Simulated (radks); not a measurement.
Problem. These are the eigenvalues of the occupied orbitals of an atom or ion with whole-number occupations (eV). Calculated with a radial shooting solver on a logarithmic mesh with Libxc functionals: Dirac Kohn-Sham, relativistic LDA (MacDonald-Vosko exchange, VWN5 correlation), spin-unpolarised, spherical densities, finite nucleus; Fermi nuclear charge, rms radius of each element as measured or else 0.836 A^(1/3) + 0.57 fm.

1s1/2: -91625.64
2s1/2: -17983.75
2p1/2: -17368.64
2p3/2: -15082.39
3s1/2: -5707.644
3p1/2: -5431.214
3p3/2: -4908.482
3d3/2: -4457.181
3d5/2: -4345.298
4s1/2: -2509.043
4p1/2: -2387.646
4p3/2: -2225.884
4d3/2: -2031.606
4d5/2: -1997.683

Which element is it, and in what charge state? The configuration may be excited. Open shells, if any, fill j = l - 1/2 first.

Solution. Z = 83, bismuth, charge +41: Bi41+ in [Kr] 4d6. The list shows which subshells hold electrons but not how many an open one holds; the 1s level, -3367.2 hartree, gives Z - s = 82.1 by -(Z - s)^2/2, which with screening and relativity narrows Z to a few neighbours, and the depths of the outer levels then fix element, charge and occupations together.
